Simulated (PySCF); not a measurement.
# Computed vibrations of [Bi(NCS)2]+

[Bi(NCS)2]+ (singlet). PySCF 2.14.0, RKS PBE0, Bi def2-SVP with ECP60, N def2-SVP, C def2-SVP, S def2-SVP; non-relativistic Hamiltonian with scalar-relativistic core potentials where named; density fitting; no spin-orbit coupling. Central differences of gradients.

```xyz
7

Bi    0.0000    0.0000   -0.8110
N     1.5289    0.0000    0.5814
C     2.5887    0.0000    1.1726
S     3.9325    0.0000    1.9556
N    -1.5289    0.0000    0.5814
C    -2.5887    0.0000    1.1726
S    -3.9325    0.0000    1.9556
```

Run from Python with OMP_NUM_THREADS=2. Where DIIS fails, smearing, a level shift and second-order steps follow.
It took 120 s on 2 threads of Arm Neoverse V1, on a shared host.

What are the harmonic wavenumbers and infrared intensities?

Modes are labelled in C2v; negative numbers are unstable modes, those under 60 cm⁻¹ near the noise; a finer grid moves soft modes by up to 10 cm⁻¹.
```tsv
cm⁻¹	km/mol	symmetry
-29	–	b2
-10	–	a1
74	12.1	b1
82	0.0	a2
151	6.7	a1
310	67.6	b2
330	17.5	a1
471	1.0	b2
471	9.3	a1
486	0.0	a2
492	16.6	b1
1041	28.6	b2
1047	5.5	a1
2019	2475.5	b2
2046	263.6	a1
```

Is this a minimum?

Probably not: 1 unstable, though so soft as to be near the noise (and 1 more above −25 cm⁻¹, within the noise); the lowest moves the atoms so:
```
Bi   0.06  0.00  0.00
N   -0.37  0.00  0.51
C   -0.17  0.00  0.16
S    0.04  0.00 -0.19
N   -0.37  0.00 -0.51
C   -0.17  0.00 -0.16
S    0.04  0.00  0.19
```
